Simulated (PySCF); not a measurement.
Question: Write Cartesian coordinates for `FC(F)(F)C#CB(Cl)Cl` as optimised with PBE0-D3(BJ)/def2-SVP.

Answer: 
```
atom  x, y, z in Å
F1    -2.1817   -1.4150    0.6681
C2    -1.8707   -0.2863    0.0368
F3    -2.3598   -0.3568   -1.1976
F4    -2.4717    0.7193    0.6657
C5    -0.4144   -0.0754    0.0098
C6     0.7857    0.1098   -0.0190
B7     2.2885    0.3406   -0.0523
Cl8    2.9694    1.4099   -1.2465
Cl9    3.3141   -0.4635    1.1027
```

Any rigid rotation of these coordinates is as good. Atoms count from 1 in this order. All 3 C–F bonds measure 1.330 Å. B7 (three-coordinate boron) is planar (angles 120.5°, 119.8° and 119.6°, sum 360.0°, 0.00 Å off the plane of its three neighbours). The C–C distances run from 1.215 Å (C5≡C6, drawn triple) to 1.472 Å (C2–C5, drawn single), a spread of 0.257 Å.

Bonds between heavy atoms (Å): F1–C2 1.330, C2–F3 1.330, C2–F4 1.330, C2–C5 1.472, C5≡C6 1.215, C6–B7 1.521, B7–Cl8 1.742, B7–Cl9 1.741.

Theory: PySCF, PBE0-D3(BJ)/def2-SVP geometry optimisation, gas phase.

Point group: near Cs, missed by 0.24 Å at most; the miss may be what the optimiser left on a soft mode. No frequency check.

The run took 57 s wall on one thread of an Arm Neoverse V2, no GPU, on a shared host, and the process peaked at 0.55 GiB of memory. This is the geometry optimisation.
